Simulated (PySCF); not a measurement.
Bonds (- single, = double, # triple, : aromatic): C1-C2, C2=S3, C2-Si4, Si4-Si5, Si4-Si6. C1 carries H7, H8, H9; Si4 carries H10; Si5 carries H11, H12, H13; Si6 carries H14, H15, H16.

Geometry: GFN2-xTB; GIAO absolute shieldings from PySCF 2.14.0 with density-fitted response routines, gas phase, non-relativistic, averaged over equivalent atoms.

At LDA/pcSseg-0 (90 basis functions, 8.7 s wall time on 1 thread of an Arm Neoverse V2, shared host):
```
                  atoms  σ (ppm)
                     C2   -141.3
                     C1    129.8
                     S3  -1070.1
                    Si4    435.9
                Si5/Si6    471.8
                    H10    26.80
               H7/H8/H9    28.84
H11/H12/H13/H14/H15/H16    29.34
```

Predict the values at LC-wPBE/pcSseg-1 on the same geometry.

## Answers


```tsv
atoms	σ at LC-wPBE/pcSseg-1	change
C2	-164.1	-22.8
C1	135.7	+5.9
S3	-1032.0	+38.1
Si4	429.4	-6.5
Si5/Si6	457.8	-14.0
H10	26.83	+0.03
H7/H8/H9	28.15	-0.69
H11/H12/H13/H14/H15/H16	28.35	-0.99
```

The largest change is at S3 (thione sulfur). Cost: 180 basis functions, 35 s wall time on 1 thread of an Arm Neoverse V2, shared host.
